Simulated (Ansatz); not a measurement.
`[F][Sn]([F])([F])[SeH]` + CH₃OH → `C[O][Sn]([F])([F])[F]` + H₂Se at 500 K and 1 bar (ligand exchange at the Sn–Se bond).

Isolated molecules relaxed with PBE0-D4/def2-TZVP in Ansatz; ΔE leaves out vibrations. CCSD(T)/CBS is the MP2 limit (def2-TZVPP, def2-QZVPP) plus CCSD(T) − MP2 in def2-TZVPP, frozen cores. This one scheme is used for every species. Elements past krypton have def2 core potentials. For Se, Sn outer-core shells are correlated without core-valence functions, which leaves a few kJ/mol of doubt a bond. Scalar relativity is left out up to krypton. One conformer a species, not always the lowest.

| species | CCSD(T)/CBS energy (Eh) | H − E (kJ/mol) | S (J/(mol·K)) |
| --- | --- | --- | --- |
| `[F][Sn]([F])([F])[SeH]` | -2914.83827 | 82.1 | 451.5 |
| CH₃OH | -115.61712 | 157.0 | 265.4 |
| `C[O][Sn]([F])([F])[F]` | -628.53137 | 176.8 | 470.0 |
| H₂Se | -2401.89790 | 53.1 | 237.8 |

H − E and S are ideal-gas, rigid-rotor, harmonic terms from PBE0-D4/def2-TZVP, for one conformer and one mirror image of each species. 1 Eh = 2625.50 kJ/mol, R = 8.31446 J/(mol·K).

Problem. By hand: ΔE, ΔH, ΔS and ΔG.

Solution. ΔE = (-628.53137) + (-2401.89790) − (-2914.83827) − (-115.61712) = 0.02612 Eh = 68.6 kJ/mol. Δ(H − E) = 176.8 + 53.1 − 82.1 − 157.0 = -9.2, so ΔH = 59.4 kJ/mol. ΔS = 470.0 + 237.8 − 451.5 − 265.4 = -9.1 J/(mol·K). ΔG = 59.4 − 500 × (-9.1)/1000 = 63.9 kJ/mol.

Problem. By hand: the equilibrium constant, and the temperature at which ΔG would vanish if ΔH and ΔS stayed fixed.

Solution. log₁₀ K = −ΔG/(RT ln 10) = -6.7. ΔH and −TΔS have one sign here, so there is no such temperature.

The number of gas molecules stays the same, so ΔS is small and ΔH decides. A doubt of 5 kJ/mol in ΔE shifts log₁₀ K by 0.5 here. Other conformers and mirror images would add mixing entropy, several J/(mol·K) or more a flexible species. Modes under 60 cm⁻¹, often nearly free rotors, make the harmonic entropy too high. These are equilibria of isolated gas molecules and say nothing of rates. Largest T1 diagnostic: 0.015 (customary marks: 0.02 for closed shells, 0.045 for open ones).

ΔS is within the doubt of such terms, so its sign, and with it that verdict, could turn.
